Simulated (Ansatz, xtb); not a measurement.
# Relative energy of two isomers of C6H6O2

Structure a: `Oc1ccc(O)cc1`, a singlet. Structure b: `Cc1ccoc(=O)c1`, a singlet. Both are isolated molecules in the gas phase, relaxed with r2SCAN-D4/def2-SVP; the shapes shown needn't be the lowest conformers.

a (Å):

```xyz
14

C    -3.7856    0.8912    0.9955
C    -3.2130   -0.3142    0.5706
C    -1.8254   -0.4625    0.5475
C    -0.9873    0.5884    0.9477
C    -1.5598    1.7938    1.3725
C    -2.9474    1.9421    1.3955
O    -5.1436    0.9861    0.9998
O     0.3708    0.4934    0.9434
H    -5.3901    1.8658    1.3136
H    -3.8708   -1.1299    0.2599
H    -1.3884   -1.4104    0.2131
H     0.6173   -0.3862    0.6297
H    -0.9020    2.6094    1.6832
H    -3.3845    2.8900    1.7299
```

b (Å):

```yaml
atoms:
  - { symbol: C, position_ang: [-4.0525, -0.1399, 1.6756] }
  - { symbol: C, position_ang: [-2.8269, 0.5359, 1.1440] }
  - { symbol: C, position_ang: [-1.6079, -0.2147, 1.0146] }
  - { symbol: C, position_ang: [-0.5054, 0.4133, 0.5303] }
  - { symbol: C, position_ang: [-1.6512, 2.5241, 0.2569] }
  - { symbol: C, position_ang: [-2.8241, 1.8557, 0.7724] }
  - { symbol: O, position_ang: [-0.4938, 1.6957, 0.1665] }
  - { symbol: O, position_ang: [-1.5349, 3.6666, -0.0969] }
  - { symbol: H, position_ang: [-4.9080, 0.5468, 1.7260] }
  - { symbol: H, position_ang: [-4.3264, -0.9977, 1.0390] }
  - { symbol: H, position_ang: [-3.8639, -0.5429, 2.6846] }
  - { symbol: H, position_ang: [-1.5543, -1.2683, 1.2958] }
  - { symbol: H, position_ang: [0.4688, -0.0660, 0.3930] }
  - { symbol: H, position_ang: [-3.7207, 2.4758, 0.8485] }
```

Quicker runs give these differences E(b) − E(a): GFN2-xTB +0.6 kcal/mol; HF/STO-3G +2.9 kcal/mol (at GFN2-xTB geometries); r2SCAN-D4/def2-SVP//GFN2-xTB +2.0 kcal/mol.

**Question.** Estimate E(b) − E(a) at the level CCSD(T)/def2-SVP + ΔMP2/def2-TZVPP.

**Answer.** Not settled: CCSD(T)/def2-SVP + ΔMP2/def2-TZVPP gives E(b) − E(a) = +4.9 kcal/mol, but this leans on the basis-set step: CCSD(T) alone gives +0.5 kcal/mol.

The same difference at several levels:

```tsv
level	geometry	E(b) − E(a) (kcal/mol)	departure from the last row (kcal/mol)	job, with rough time for the two
GFN2-xTB	GFN2-xTB	+0.6	−4.3	optimisation, 0.092 s
HF/STO-3G	GFN2-xTB	+2.9	−2.0	single point, 0.32 s
r2SCAN-D4/def2-SVP//GFN2-xTB	GFN2-xTB	+2.0	−2.9	single point, 3.4 s
r2SCAN-D4/def2-SVP	r2SCAN-D4/def2-SVP	+1.7	−3.2	optimisation, 20 s
HF/def2-SVP	r2SCAN-D4/def2-SVP	+2.2	−2.7	part of the CCSD(T) run
MP2/def2-SVP	r2SCAN-D4/def2-SVP	+4.2	−0.7	part of the CCSD(T) run
CCSD(T)/def2-SVP	r2SCAN-D4/def2-SVP	+0.5	−4.4	single point
CCSD(T)/def2-SVP + ΔMP2/def2-TZVPP	r2SCAN-D4/def2-SVP	+4.9		single point, 71 s
```

As drawn, b has 3 C–C, 2 C=C, 1 C=O, 2 C–H in place of 6 C∷C, 2 O–H (∷ is an aromatic bond). Structure a has a 6-membered ring (with an aromatic ring), b a 6-membered ring.

The largest departure from CCSD(T)/def2-SVP + ΔMP2/def2-TZVPP is that of CCSD(T)/def2-SVP, 4.4 kcal/mol. The last row adds to CCSD(T) the change of the MP2 difference between the two basis sets, here +4.4 kcal/mol, a large step that makes the value less sure.

With thermal terms from frequencies at re-optimised GFN2-xTB minima (ideal gas, soft modes damped towards free rotors, one conformer each, 298.15 K, 1 atm): the zero-point term adds −0.1 kcal/mol; ΔH is +5.0 and ΔG +3.8 kcal/mol.

The correlated steps freeze 8 core orbitals. Programs: Ansatz 0.2.0, xtb 6.7.1; the last row on 4 threads of Arm Neoverse V2 on a shared host.
